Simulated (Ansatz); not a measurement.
The same hydrolysis along the group B, Al, Ga.

Program: Ansatz. Geometries: PBE0-D4/def2-TZVP. ΔE: electronic, gas phase. CBS: MP2 limit from def2 TZ/QZ plus the TZ coupled-cluster correction, frozen cores. This one scheme is used for every species. Functionals use def2-TZVPP. For Ga outer-core shells are correlated without core-valence functions, which leaves a few kJ/mol of doubt a bond. Scalar relativity is left out up to krypton. One conformer a species, not always the lowest.

```json
{"reaction": "`COB(O)Cl` + H₂O → `OB(O)Cl` + CH₃OH", "HF/CBS(def2) (kcal/mol)": "-0.6", "MP2/CBS(def2) (kcal/mol)": "2.0", "ωB97M-V (kcal/mol)": "0.7"}
{"reaction": "`C[O][Al]([OH])[Cl]` + H₂O → `[OH][Al]([OH])[Cl]` + CH₃OH", "HF/CBS(def2) (kcal/mol)": "-1.0", "MP2/CBS(def2) (kcal/mol)": "-0.1", "ωB97M-V (kcal/mol)": "-0.8"}
{"reaction": "`C[O][Ga]([OH])[Cl]` + H₂O → `[OH][Ga]([OH])[Cl]` + CH₃OH", "HF/CBS(def2) (kcal/mol)": "-2.0", "MP2/CBS(def2) (kcal/mol)": "0.1", "ωB97M-V (kcal/mol)": "-1.1"}
```

(1) Give the CCSD(T)/CBS values in the same order. (An estimate is asked.)

Largest T1 diagnostic: 0.013, for `C[O][Ga]([OH])[Cl]`.

Results:

(1) Computed: 1.7, -0.2, -0.1 kcal/mol.
